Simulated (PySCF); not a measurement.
Species: C6H7F2 (doublet state).
Z-matrix (Å and degrees, GFN2-xTB geometry), rows numbered from 1:
```
C 
C   1  1.3529
F   2  1.3550  1  116.43
C   2  1.4056  1  125.32  3  -179.87
C   4  1.4089  2  128.33  1  -179.94
C   5  1.4991  4  122.28  2     0.78
C   5  1.3601  4  117.64  2  -179.28
F   7  1.3401  5  122.21  4  -179.92
H   1  1.0721  2  120.88  3  -179.90
H   1  1.0738  2  120.68  3     0.05
H   4  1.0799  2  114.47  1     0.27
H   6  1.0861  5  110.53  4   178.87
H   6  1.0877  5  110.39  4    58.27
H   6  1.0880  5  110.31  4   -60.64
H   7  1.0790  5  125.47  4     0.25
```

The hyperfine couplings belong to this conformer and change with its torsions.

Identity: `FC(=C)/C=C(\C)[CH]F` [radical].

Computed with UKS B3LYP, pcH-1 on C F H, non-relativistic, mean-field spin-orbit, GIAO in PySCF. Geometry: GFN2-xTB, one conformer, isolated molecule. Couplings are sensitive to structure, and on GFN2-xTB geometries they can be far from those on DFT ones. The SCF solution wasn't tested for stability. ⟨S²⟩ is 0.790 where a pure state has 0.75.

Largest spin populations (Mulliken): C4 (+0.53), C1 (+0.50), C7 (+0.43) and C5 (-0.20). Three atoms exceed +0.15. The positive populations add up to 1.51 and the negative ones to -0.51, together 2S = 1. The angles at C4 add up to 360.0°, so it is planar.

(1) McConnell's relation a(H) = Q·ρ ties the coupling of a proton on a planar π carbon to the spin population of that carbon. What Q do the computed values give?

(2) Leave H15 and its like out of the fit. How well does the relation then predict its coupling?

Answers

(1) 
| H | C | ρ(C) | a(H) (G) | a/ρ (G) |
| --- | --- | --- | --- | --- |
| H9 | C1 | +0.497 | -10.31 | -20.8 |
| H10 | C1 | +0.497 | -10.98 | -22.1 |
| H11 | C4 | +0.532 | -11.44 | -21.5 |
| H15 | C7 | +0.430 | -11.16 | -26.0 |

A least-squares line through the origin gives Q = -22.3 G with Mulliken populations. In every row coupling and population have opposite signs.

(2) The other protons give Q = -21.5 G, so a = -21.5 × 0.430 ≈ -9.22 G, against the computed -11.16 G.

Couplings in gauss use g_iso = 2.0030.

The SMILES draws the unpaired electron on C7; the largest computed Mulliken spin population is on C4 (0.53 against 0.43).
